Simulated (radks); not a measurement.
Excited configurations of neutral mercury: one electron is placed in a higher orbital outside [Xe] 4f14 5d10 6s1. The ground configuration is [Hg]. All-electron calculation, scalar-relativistic Kohn-Sham, SCAN, spin-polarised, spherical densities, finite nucleus; open shells are filled with parallel spins first (spin-orbit coupling, left out, can overturn this in heavy ions); meta-GGA in the generalised Kohn-Sham scheme; Fermi nuclear charge, rms radius 5.4648 fm. Program: a radial shooting solver on a logarithmic mesh with Libxc functionals. Excitation = E - E(ground); binding = E(ion) - E, where the ion is the core of charge +1; n* = 1/sqrt(2 binding) in atomic units, and the quantum defect is n - n*.

outer orbital  excitation (eV)  binding (eV)     n*  quantum defect  eigenvalue (eV)  <r> (bohr)
6p                       5.514         5.123  1.630           4.370           -2.589       3.881
6d                       9.105         1.532  2.981           3.019           -0.700       10.41
6f                      10.034         0.603  4.749           1.251           -0.350       30.64
7p                       8.741         1.896  2.679           4.321           -1.127       10.50
7d                       9.707         0.930  3.826           3.174           -0.531       20.07
7f                      10.206         0.431  5.618           1.382           -0.270       46.21

Estimate the row for 5f.

Answer. excitation (eV) 9.750; binding (eV) 0.887; n* 3.916; quantum defect 1.084; eigenvalue (eV) -0.424; <r> (bohr) 17.94. The Delta-SCF ionisation energy is 10.637 eV (NIST Atomic Spectra Database: 10.438 eV, measured). Self-interaction in the functional shifts the binding energies and quantum defects, so they are the method's values and not measured ones.
